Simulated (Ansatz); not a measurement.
System: AsH$_{5}$, charge 0, multiplicity 1. 
Coordinates optimised at B3LYP-D3(BJ)/def2-TZVP (Ansatz, an electronic-structure program):
```
As
H 1 1.5317
H 1 1.5317 2 120.00
H 1 1.5317 2 120.00 3 -180.00
H 1 1.6055 2 90.00 4 90.00
H 1 1.6055 2 90.00 5 -180.00
```

Basis-set convergence of Hartree-Fock and CCSD(T) correlation energies (hartree) with Ansatz. Correlated levels leave the core frozen unless marked. No spin-orbit coupling. Frozen are the shells of the preceding noble gas and the d and f shells that filled before the atom's block. No relativistic terms.

```
basis       functions        E(HF)  E(corr, CCSD(T))
----------  ---------  -----------  ----------------
def2-SVP           57  -2236.68936          -0.19490
def2-TZVPP        118  -2236.97205          -0.23545
def2-QZVPP        239  -2237.01811          -0.24651
```

Extrapolating the two largest sets (X = 3 and 4) as X^-3: E(corr) = (64·(-0.24651) - 27·(-0.23545))/37 = -0.2546 Eh, an estimate of the basis-set limit. The largest set recovers 96.8 % of it, the smallest 76.6 %.
